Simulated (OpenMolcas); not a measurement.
## O: from CASSCF to CASPT2

* Program: OpenMolcas
* Basis: ANO-RCC-VDZP [3s2p1d]
* Scalar Hamiltonian: DKH2, point nucleus
* Active space: 6 electrons in 4 orbitals (2s 2p)
* State averaging: 2S+1 = 3 even, 3 roots; 2S+1 = 1 even, 6 roots kept (CI in the orbitals of an earlier block); 2S+1 = 3 odd, 3 roots (0 in the spin-orbit step)
* Spin-orbit coupling: RASSI with atomic mean-field integrals over the reference wave functions, term energies averaged over their components

Methods on the same reference wave functions:
A. CASSCF
B. SS-CASPT2, IPEA 0.25 Eh, imaginary shift 0.1 Eh (closed shells correlated: 1s)

Energies in cm⁻¹ above 2s² 2p⁴ ³P₂, the measured ground level; measured values from NIST Handbook of Basic Atomic Spectroscopic Data.

```tsv
Level	A	B	Measured
2s² 2p⁴ ³P₂	0.0	0.0	0.0
2s² 2p⁴ ³P₁	152	152	158
2s² 2p⁴ ³P₀	226	226	227
2s² 2p⁴ ¹D₂	17708	17000	15868
2s² 2p⁴ ¹S₀	32267	34260	33793
```

Deviations, from unrounded energies. A percentage is the sum of absolute deviations over the sum of measured energies, with the sign that they share, or ± where signs differ.

```json
{"Against measurement": "mean absolute deviation (cm-1)", "Levels": "4", "A": "840", "B": "400"}
{"Against measurement": "fine structure of the ground term (%)", "Levels": "2", "A": "-1.9", "B": "-1.8"}
{"Against measurement": "other terms of the ground configuration (%)", "Levels": "2", "A": "±6.8", "B": "+3.2"}
```

B lies closest to measurement on these levels. The largest miss of B in the table is 2s² 2p⁴ ¹D₂, by +1100 cm-1. The ranking rests on the paired levels alone, and a cruder setting can come out closer through cancelling errors.

From A to B the spin-free energies of the other terms of 2s² 2p⁴ shown, above ³P, scale by factors of 0.96 to 1.06.

The lowest spin-free term lies below A's lowest term by 0.114 hartree in B.

Term energies are means over components that CASPT2 splits; among the terms shown or strongly mixed into the levels shown the widest spread is 66 cm-1 (2s² 2p⁴ ¹D, B). Terms from blocks run as CI alone lack orbitals of their own. Without dynamic correlation excited terms often stand tens of per cent too high (terms of higher spin than the ground term too low), and those without a measured partner can miss by more than the paired ones (holds for A). Computed and measured levels are paired by configuration, term and J; levels that our copy of the source lacks, or whose pairing is in doubt (as where it misses far off the trend of its configuration), stay unpaired and out of the deviations. Levels of configurations outside the active space are missing.
